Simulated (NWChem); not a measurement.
Molecule: C₂H₇BOS; SMILES S(BOC)C

```xyz
12

B     -0.8017    -0.3721     0.0005
H     -1.9471    -0.7682     0.0013
O      0.2503    -1.2154     0.0001
C      0.1045    -2.6126     0.0000
H     -0.9559    -2.9135     0.0048
H      0.5900    -3.0332    -0.8945
H      0.5983    -3.0339     0.8896
S     -0.5489     1.4051     0.0004
C      1.2622     1.5508    -0.0012
H      1.6920     1.0757     0.8903
H      1.5032     2.6216     0.0041
H      1.6898     1.0852    -0.8987
```
Atoms are numbered in this order, from 1.

All runs: NWChem. Pople sets run with spherical d functions. Geometry: optimised at PBE0/def2-SVP. No frequency run checked for a minimum. Vzz is the largest principal value of the second derivative of the potential at the nucleus (NWChem prints the opposite sign); η is the asymmetry. Non-relativistic.

**Question.** Order these runs by computing time, cheapest first, and give rough ratios: Hartree-Fock/def2-TZVP; B3LYP/cc-pVTZ; Hartree-Fock/6-31G*.

**Answer.** Hartree-Fock/6-31G* (1), Hartree-Fock/def2-TZVP (4), B3LYP/cc-pVTZ (10). Ratios are rough, from one shared machine; the cheapest took around 6 core-seconds (rough). What differs between the cheapest and the dearest: Vzz B1 (a.u.) 0.372 → 0.346; η B1 0.25 → 0.26; Vzz O3 (a.u.) 1.508 → 1.493; η O3 0.01 → 0.11.
